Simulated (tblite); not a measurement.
Species: C₂H₅Cl₂Si₂ (doublet state).
Atom-mapped SMILES: `[SiH2:1]/[CH:2]=[C:3](\[Cl:4])[SiH2:5][Cl:6]` (hydrogens: H7, H8 on Si1; H9 on C2; H10, H11 on Si5)

Structure optimised with GFN2-xTB, isolated species. This method treats the open shell by occupation alone, without spin polarisation.

(1) Give the optimised bond lengths and angles.

## Answers

(1) 
| bond | length (Å) |
| --- | --- |
| Si1–C2 | 1.811 |
| C2=C3 | 1.365 |
| C3–Cl4 | 1.746 |
| C3–Si5 | 1.867 |
| Si5–Cl6 | 2.022 |
| Si1–H7, Si1–H8 | 1.450 |
| C2–H9 | 1.084 |
| Si5–H10, Si5–H11 | 1.463 |

Bonds in one row agree within 0.01 Å and their mean is given. A selection of angles:
| angle | degrees |
| --- | --- |
| C2–Si1–H7 | 117.7 |
| C2–Si1–H8 | 125.6 |
| H7–Si1–H8 | 116.7 |
| Si1–C2–C3 | 126.5 |
| Si1–C2–H9 | 118.1 |
| C3–C2–H9 | 115.4 |
| C2–C3–Cl4 | 117.2 |
| C2–C3–Si5 | 128.6 |
| Cl4–C3–Si5 | 114.2 |
| C3–Si5–Cl6 | 107.2 |
| C3–Si5–H10 | 111.6 |
| Cl6–Si5–H10 | 107.9 |
| H10–Si5–H11 | 110.5 |

Torsions: Si1–C2–C3–Cl4 0° (synperiplanar); C2–C3–Si5–Cl6 0° (synperiplanar).

The 6 heavy atoms lie in one plane (0.002 Å rms). C2 (carbon bonded to C, Si and H) is planar (angles 126.5°, 118.1° and 115.4°, sum 360.0°, 0.00 Å off the plane of its three neighbours). Of the pairs four or more bonds apart, Cl6···H9 is among the closest relative to their van der Waals radii: 2.84 Å, 96 % of the sum of Bondi's values. C3 (carbon bonded to C, Cl and Si) is planar (angles 128.6°, 117.2° and 114.2°, sum 360.0°, 0.00 Å off the plane of its three neighbours). Si1 (silicon bonded to C and 2 H) is planar (angles 125.6°, 117.7° and 116.7°, sum 360.0°, 0.00 Å off the plane of its three neighbours). The 2 C–Si bonds span 1.811 Å (Si1–C2, drawn single) to 1.867 Å (C3–Si5, drawn single), a spread of 0.056 Å. Si5 (silicon bonded to C, Cl and 2 H) is tetrahedral (angles from 107.2° to 111.6°).

Point group: Cs (tolerance 0.08 Å). Its GFN2-xTB frequencies are all real (lowest 39 cm⁻¹).

One conformer stands for the species.

These are computed values.
